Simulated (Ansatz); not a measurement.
Geometry optimisation, RKS PBE0-D4/def2-SVP (Ansatz 0.2.0).

input.yaml

```yaml
crystal:
  periodic: [false, false, false]
  atoms:
    - { symbol: Si, position_ang: [-1.067261, 0.153734, 0.297246] }
    - { symbol: "N", position_ang: [1.758823, -0.822803, 1.231299] }
    - { symbol: H, position_ang: [-2.506636, 0.568348, 0.179878] }
    - { symbol: H, position_ang: [-1.083572, -1.158662, 1.009794] }
    - { symbol: Si, position_ang: [-0.208308, 0.055946, -1.879439] }
    - { symbol: H, position_ang: [1.667039, 0.186253, 1.117443] }
    - { symbol: O, position_ang: [-0.239872, 1.411972, 1.147818] }
    - { symbol: H, position_ang: [1.586812, -1.271703, 0.335798] }
    - { symbol: H, position_ang: [1.028622, -1.120305, 1.873988] }
    - { symbol: H, position_ang: [-0.887256, -1.05244, -2.621706] }
    - { symbol: H, position_ang: [1.26904, -0.168729, -1.924015] }
    - { symbol: H, position_ang: [-0.524938, 1.34984, -2.559768] }
    - { symbol: H, position_ang: [-0.792495, 1.868649, 1.791564] }
basis:
  gaussian: { orbitals: def2-SVP }
hamiltonian:
  xc: pbe0
  dispersion: d4
relax:
  f_tol: 0.03
  max_steps: 50
output:
  orbitals: {}
```

Command:

```bash
$ ansatz run input.yaml --threads 2 --pin off --max-ram 3072MiB --backend cpu --events-out ev --progress --plain --runs-dir out
```

**Question.** Where does it end, and by what steps?

**Answer.** The forces met the threshold. The force dipped under the threshold on the way, but the program's further checks kept it going. After 16 steps the energy has fallen by 0.114 eV; H8 moved furthest, 0.76 Å.

```tsv
step	energy less start (eV)	largest force component (eV/Å)	accepted
0	0.0000	0.979	yes
1	-0.0637	0.542	yes
2	-0.0801	0.426	yes
3	-0.0098	1.068	no
4	-0.0975	0.235	yes
5	-0.1049	0.212	yes
6	-0.0975	1.094	no
7	-0.1085	0.095	yes
8	-0.1092	0.059	yes
9	-0.1104	0.192	yes
10	-0.1099	0.158	no
11	-0.1121	0.042	yes
12	-0.1129	0.047	yes
13	-0.1132	0.080	yes
14	-0.1135	0.042	yes
15	-0.1137	0.021	yes
16	-0.1139	0.017	yes
```

```xyz
13
Properties=species:S:1:pos:R:3
Si -1.266 0.264 0.221
N 1.979 -0.719 1.384
H -2.673 0.760 0.076
H -1.342 -1.042 0.953
Si -0.316 0.000 -1.901
H 1.442 0.148 1.417
O -0.335 1.392 1.046
H 2.226 -0.862 0.407
H 1.329 -1.466 1.622
H -1.135 -0.981 -2.680
H 1.085 -0.512 -1.805
H -0.310 1.308 -2.625
H -0.685 1.708 1.885
```

Whether the end is a true minimum wasn't checked by a vibrational analysis.

Time of the run: 36 s on 2 threads of Intel(R) Xeon(R) Platinum 8488C (Sapphire Rapids), on a shared host, peak memory 0.25 GiB.
